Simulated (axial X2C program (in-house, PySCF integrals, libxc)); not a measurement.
# Testing model relations on HfSe

A bond curve at the PBE0 level, two-component, was computed with an axial X2C code built on PySCF integrals (basis Hf dyall-cv3z [13s14p9d7f4g], Se dyall-cv3z [8s9p6d4f1g] (cores contracted in-house)) for the state Ω = 0 (closed shell). Its fit gives Re = 2.2794 Å, ωe = 349.8 cm⁻¹, ωexe = 0.512 cm⁻¹ and αe = 1.189e-04 cm⁻¹; the masses are 179.9465 and 79.9165 u. Two-component means X2C with spin–orbit coupling and atomic mean-field Coulomb and Gaunt terms.

Find the reduced mass, Be and the force constant.

From the PBE0 values: μ = 55.3395 u. Be = 16.8576/(μ Re²) = 0.05863 cm⁻¹. k = 5.8918×10⁻⁷ μ ωe² = 3.99 mdyn/Å.

A Morse curve ties αe to the other constants (Pekeris). How well does that hold?

αe(Morse) = 6Be²/ωe × (√(ωexe/Be) − 1) = 1.153e-04 cm⁻¹; the PBE0 curve gives 1.189e-04 cm⁻¹, a ratio of 0.97.

Give B0, the J = 1←0 line in GHz and the most populated J at 300 K (kT = 208.5 cm⁻¹).

B0 = Be − αe/2 = 0.05857 cm⁻¹; 2B0 = 3.512 GHz; J(max) ≈ √(kT/2B0) − 1/2 = 41.7, so J = 42.

The dipole moment p changes by 3.75 D/Å at Re. What harmonic infrared intensity follows?

I = 42.256 × (dp/dR)²/μ = 11 km/mol.

Where do the fundamental and the first overtone lie?

ν(1←0) = ωe − 2ωexe = 348.8 cm⁻¹; ν(2←0) = 2ωe − 6ωexe = 696.5 cm⁻¹.

The state is one determinant whose occupation by symmetry is held fixed; it was picked as the lowest of a PBE0 search that is not exhaustive.
